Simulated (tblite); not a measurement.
Species: C₃H₇FOSi.
SMILES: `C[C@@H]1CO[Si@@H]1F`

Computed values, GFN2-xTB/tblite, gas phase, harmonic and unscaled. The method is semi-empirical: single wavenumbers can be off by several per cent or more. Modes of hydrogen on silicon can be 10 to 20 % off.

Harmonic wavenumbers (cm⁻¹): 107.2, 111.1, 214.6, 234.9, 310.7, 384.1, 524.0, 581.0, 659.5, 699.8, 809.6, 886.0, 917.3, 939.4, 994.4, 1006.2, 1113.9, 1127.2, 1171.6, 1193.7, 1268.0, 1315.2, 1413.2, 1476.7, 1498.6, 1501.5, 2439.0, 2970.6, 2985.5, 2987.3, 3005.3, 3029.8, 3034.7.

A = 4037, B = 2777, C = 1967 MHz; mass 106.025 u (most abundant isotopes); point group C1, symmetry number 1.

Problem. What is the zero-point energy?

Solution. ½Σν̃ = 21456 cm⁻¹ = 61.34 kcal/mol.

Problem. What is S at 400 K and 1 bar for an ideal gas of classical rigid rotors and harmonic oscillators?

Solution. Translation 41.38, rotation 27.96, vibration 22.23: S = 91.6 cal/(mol K).

Problem. And Cp and H(400 K) − H(0)?

Solution. Cp = 33.86 cal/(mol K), of which vibrations give 25.91 (their classical limit is 33 R = 65.6); H(400 K) − H(0) = 8.15 kcal/mol without the zero-point energy, 4.97 from vibrations.

Problem. Blend soft modes into free rotors: weight 1/[1 + (100 cm⁻¹/ν̃)⁴] for the oscillator and the rest for a rotor with moment μB/(μ + B), μ = h/(8π²ν), B = 10⁻⁴⁴ kg m². What vibrational entropy results?

Solution. 21.56 cal/(mol K) in place of 22.23, which changes −T·S at 400 K by +0.27 kcal/mol.

Problem. What must be added to the electronic energy to get the Gibbs energy at 400 K and 1 bar?

Solution. ZPE + [H(400 K) − H(0)] − T·S = 61.34 + 8.15 − 36.62 = 32.87 kcal/mol.

Hindered rotation and anharmonicity are outside this model. The structure is chiral; the term R ln 2 for an equal mix with its mirror image is left out.
